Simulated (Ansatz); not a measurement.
C₂H₈Al₂Si, SMILES `[SiH3][AlH][Al]1[CH2][CH2]1`, relaxed with RKS PBE0-D4/def2-TZVP in Ansatz from a PBE-D4/def2-SVP geometry. The force threshold is 0.005 eV/Å; the program also tests the step.

Charge 0, multiplicity 1.

Start:

```xyz
13

Si    0.349   -3.039    1.297
Al    0.092   -1.768   -0.796
Al   -0.153    0.710   -0.676
C     0.497    2.595   -0.547
C    -1.012    2.498   -0.462
H     1.721   -3.669    1.375
H     0.184   -2.174    2.524
H    -0.658   -4.161    1.395
H     0.092   -2.515   -2.219
H     0.936    3.047   -1.454
H     1.047    2.878    0.369
H    -1.603    2.878   -1.316
H    -1.492    2.720    0.508
```

**Question.** How much energy does the relaxation release, and in how many steps? (Estimate.)

**Answer.** Computed: 1.25 kcal/mol, in 10 steps.

**Question.** Which bonds change most? (An estimate is asked.)

**Answer.** Ansatz gave: Al3–C4 from 1.998 to 1.953 Å; Al3–C5 from 1.995 to 1.953 Å; Al2–Al3 from 2.493 to 2.515 Å; Si1–H7 from 1.510 to 1.490 Å.

**Question.** Give the relaxed structure. (Estimate.)

**Answer.** Computed: 
```xyz
13

Si    0.349   -3.071    1.304
Al    0.106   -1.752   -0.756
Al   -0.102    0.752   -0.654
C     0.500    2.607   -0.556
C    -1.017    2.469   -0.479
H     1.683   -3.740    1.342
H     0.235   -2.236    2.534
H    -0.686   -4.141    1.389
H     0.090   -2.493   -2.165
H     0.902    3.079   -1.449
H     1.007    2.949    0.343
H    -1.585    2.853   -1.323
H    -1.483    2.723    0.470
```
